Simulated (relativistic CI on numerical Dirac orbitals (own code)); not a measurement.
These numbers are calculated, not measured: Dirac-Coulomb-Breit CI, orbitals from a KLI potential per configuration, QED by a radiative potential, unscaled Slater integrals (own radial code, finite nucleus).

The strongest absorption lines from the ground level of an ion, among the configurations computed and to levels below about 2030 eV (vacuum wavelength in Å, gf): 6.1107 (0.052), 6.1149 (0.027), 6.8117 (0.12), 6.8219 (0.064), 9.0611 (0.49), 9.1043 (0.26), 165.12 (0.094), 233.49 (0.033).

Which ion is it?
A. Ni XXIV
B. Ni XXVI
C. Zn XXVIII
D. Fe XXIV

B. Ni XXVI has 3 electrons and the ground level 2s 2S_1/2; the strongest line goes to 3p 2P°_3/2. The pattern of lines fixes the number of electrons, and along that sequence the line energies rise steadily with the charge (about as its square where n changes within one kind of shell, about linearly where n is kept but much faster in heavy ions where fine structure, which grows about as Z⁴, sets the gap, and irregularly where shells cross), which fixes Z. Configurations outside the model, such as inner-shell arrays, can give stronger lines. At this charge energies of transitions that change n are usually good to better than 1 %, and those within a shell (Δn = 0) to a few per cent.
